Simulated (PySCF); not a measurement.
Al(Cl)(Me)(Et) (C3H8AlCl), SMILES C[CH2][Al]([CH3])[Cl]. Heavy atoms are numbered as in [Al:1]([Cl:2])([CH3:3])[CH2:7][CH3:8]. Hydrogens are named by the atom that carries them.

Coordinates come from a B3LYP-D3(BJ)/def2-SVP optimisation. The structure was generated by enumeration; whether it is a known compound was not checked. Other conformers were not sampled.

These are PySCF with PBE0/pcSseg-1 values and carry that method's errors.

GIAO shieldings, no solvent; atoms alike by connectivity are averaged. δ = σ(ref) − σ: ³⁵Cl against HCl (σ = 945.9 ppm); ¹³C against TMS (σ = 186.3 ppm); ¹H against TMS (σ = 31.56 ppm), references at their B3LYP-D3(BJ)/def2-TZVP geometries, non-relativistic (without spin–orbit terms, shifts of atoms bonded to Cl or Br come out too high).

| nucleus | atoms | count | δ (ppm) |
|---|---|---|---|
| ³⁵Cl | Cl2 | 1 | 54.5 |
| ¹³C | C8 (CH3) | 1 | 12.2 |
| ¹³C | C7 (CH2) | 1 | 9.4 |
| ¹³C | C3 (CH3) | 1 | -5.8 |
| ¹H | H on C8 | 3 | 1.44 |
| ¹H | H on C7 | 2 | 0.59 |
| ¹H | H on C3 | 3 | 0.09 |
